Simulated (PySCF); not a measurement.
**Pb⁶⁰⁺: ionisation energy**

Pb⁶⁰⁺ [Ar] 3d4 [3d3/2^4, M_J = 0] → Pb⁶¹⁺ [Ar] 3d3 [3d3/2^3, M_J = 3/2], as a difference of total energies. Computed with PySCF 2.14 in an uncontracted even-tempered set (15 s from 19 bohr⁻², ratio 2.8; 13 p from 24 bohr⁻², ratio 2.8; 8 d from 24 bohr⁻², ratio 2.8; 3 f from 79 bohr⁻², ratio 3), with the two-component X2C-1e Hamiltonian. Correlated levels: [Ne] frozen; the 78 highest virtual spinors dropped. "Screened" scales the spin-orbit matrix elements by Boettger's factors to mimic the two-electron term; Breit and QED terms are absent.

```csv
method,ionisation energy (eV)
GHF (spin-free),6386.5
GMP2 (spin-free),6386.5
GHF (screened spin-orbit),6446.6
GMP2 (screened spin-orbit),6447.5
```

Breit and QED terms and the two-electron picture change are absent.

The spin-free rows relax to the high-spin LS determinant and lack the spin-orbit shift.

The labels give the starting determinants; with spin-orbit coupling the two ends relaxed to ⟨J²⟩ = 0.00, ⟨L²⟩ = 2.49, ⟨S²⟩ = 2.49 and ⟨J²⟩ = 3.76, ⟨L²⟩ = 7.55, ⟨S²⟩ = 2.09.

For comparison: 6442 ± 10 eV (theoretical estimate listed by NIST; NIST Atomic Spectra Database, ionization energies).
